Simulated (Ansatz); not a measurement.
`C[CH2][Al]([F])[F]` + `C[SeH]` → `C[Se][Al]([F])[F]` + `CC` at 500 K and 1 bar (ligand exchange at the Al–C bond).

Computed with Ansatz on PBE0-D4/def2-TZVP structures; ΔE is electronic, products minus reactants. CCSD(T)/CBS is the MP2 limit (def2-TZVPP, def2-QZVPP) plus CCSD(T) − MP2 in def2-TZVPP, frozen cores. This one scheme is used for every species. For Se outer-core shells are correlated without core-valence functions, which leaves a few kJ/mol of doubt a bond. Scalar relativity is left out up to krypton. One conformer a species, not always the lowest.

```
             species  CCSD(T)/CBS energy (Eh)  H − E (kJ/mol)  S (J/(mol·K))
`C[CH2][Al]([F])[F]`               -520.88510           228.4          414.1
            `C[SeH]`              -2441.15625           142.1          299.3
 `C[Se][Al]([F])[F]`              -2882.36734           159.8          434.7
                `CC`                -79.71954           220.5          259.9
```

H − E and S are ideal-gas, rigid-rotor, harmonic terms from PBE0-D4/def2-TZVP, for one conformer and one mirror image of each species. 1 Eh = 2625.50 kJ/mol, R = 8.31446 J/(mol·K).

By hand: ΔE, ΔH, ΔS and ΔG.

ΔE = (-2882.36734) + (-79.71954) − (-520.88510) − (-2441.15625) = -0.04553 Eh = -119.5 kJ/mol. Δ(H − E) = 159.8 + 220.5 − 228.4 − 142.1 = 9.8, so ΔH = -109.7 kJ/mol. ΔS = 434.7 + 259.9 − 414.1 − 299.3 = -18.8 J/(mol·K). ΔG = -109.7 − 500 × (-18.8)/1000 = -100.3 kJ/mol.

By hand: the equilibrium constant, and the temperature at which ΔG would vanish if ΔH and ΔS stayed fixed.

log₁₀ K = −ΔG/(RT ln 10) = 10.5. ΔG = 0 at ΔH/ΔS = 5835 K, far beyond where these terms or the molecules hold.

ΔH outweighs TΔS. A doubt of 5 kJ/mol in ΔE shifts log₁₀ K by 0.5 here. Other conformers and mirror images would add mixing entropy, several J/(mol·K) or more a flexible species. Modes under 60 cm⁻¹, often nearly free rotors, make the harmonic entropy too high. These are equilibria of isolated gas molecules and say nothing of rates. Largest T1 diagnostic: 0.012 (customary marks: 0.02 for closed shells, 0.045 for open ones).
